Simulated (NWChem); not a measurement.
System: InNH3Cl; SMILES [NH2][InH][Cl]

NWChem input:

```
start job
memory heap 200 mb stack 900 mb global 1100 mb
geometry units angstroms noautoz
  In    -0.361758     0.378077     0.001149
  H     -2.019182     0.734305    -0.146561
  Cl     0.326377    -1.881867    -0.008228
  N      1.240814     1.584578     0.053648
  H      2.146200     1.202353     0.305879
  H      1.171024     2.560620     0.319737
end
basis spherical
  * library def2-svp
end
ecp
  In library def2-ecp
end
dft
  xc xpbe96 cpbe96
  iterations 150
  vectors input atomic output neutral.movecs
end
task dft energy
charge 1
dft
  odft
  mult 2
  vectors input atomic output cation.movecs
end
task dft energy
```

The geometry was optimised at PBE0/def2-SVP. Not confirmed as a minimum by frequencies. def2 effective core potentials on In; no spin-orbit coupling.

Ions are spin-unrestricted doublets at the neutral geometry; other ion states weren't tried.

Give the results of this calculation. (PBE/def2-SVP with def2 effective core potentials on In, vertical spin-unrestricted ions.) Quantities: vertical ionisation energy, ΔSCF (eV); −ε(HOMO) (eV).


```
Property                               Result
-------------------------------------  ------
vertical ionisation energy, ΔSCF (eV)    9.21
−ε(HOMO) (eV)                            5.88
```
